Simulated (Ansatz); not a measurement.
Vertical singlet–triplet gap (eV) of eight silicon and germanium compounds: PBE beside CAM-B3LYP, computed with Ansatz (a first-principles code) for isolated molecules in the bases named; differences from unrounded values. The eight are the first of their class met in an unordered collection, after screening for sound electronic states; none was chosen by its value. Functionals give these values as differences of separate SCF runs (ΔSCF), EOM-CCSD as a root; each molecule has one DFT geometry for both levels.

```tsv
molecule	basis	CAM-B3LYP	PBE	difference
Si(H)(SiH3) (H₄Si₂), SMILES [SiH3][SiH] (connectivity only; charge and spin as stated), neutral, multiplicity 1	def2-TZVPD	0.97	___	___
C₂H₆OSi, SMILES C=CO[SiH3]	def2-SVPD	4.16	4.21	0.05
difluoromethyl(fluoro)silane (CH3F3Si), SMILES F[SiH2]C(F)F	def2-SVPD	7.00	6.06	-0.94
Si(AsH2)2(F)(H) (As2FH5Si), SMILES F[SiH]([AsH2])[AsH2]	def2-SVPD	5.18	___	___
SiFCl₂Br, SMILES F[Si](Cl)(Cl)Br	def2-SVPD	6.74	5.98	-0.75
Se(OH)(OSiH3) (H4O2SeSi), SMILES O[Se]O[SiH3]	def2-SVPD	3.09	___	___
C2H6ClNSi, SMILES N[SiH](C=C)Cl	def2-SVPD	4.21	4.28	0.07
C2H6ClFSi, SMILES C([C@@H](F)Cl)[SiH3]	def2-SVPD	6.78	6.37	-0.41
```

Task: Fill in the missing entries. (An estimate is asked for; the answer gives what the named calculation found.)

Result: 
- Si(H)(SiH3) (H₄Si₂), SMILES [SiH3][SiH] (connectivity only; charge and spin as stated), neutral, multiplicity 1, PBE: 0.82
- Si(H)(SiH3) (H₄Si₂), SMILES [SiH3][SiH] (connectivity only; charge and spin as stated), neutral, multiplicity 1, difference: -0.15
- Se(OH)(OSiH3) (H4O2SeSi), SMILES O[Se]O[SiH3], PBE: 2.87
- Se(OH)(OSiH3) (H4O2SeSi), SMILES O[Se]O[SiH3], difference: -0.22
- Si(AsH2)2(F)(H) (As2FH5Si), SMILES F[SiH]([AsH2])[AsH2], PBE: 4.68
- Si(AsH2)2(F)(H) (As2FH5Si), SMILES F[SiH]([AsH2])[AsH2], difference: -0.50

PBE lies below CAM-B3LYP in 6 and above it in 2 of the eight; the mean signed difference is -0.36 and the largest -0.94 eV.
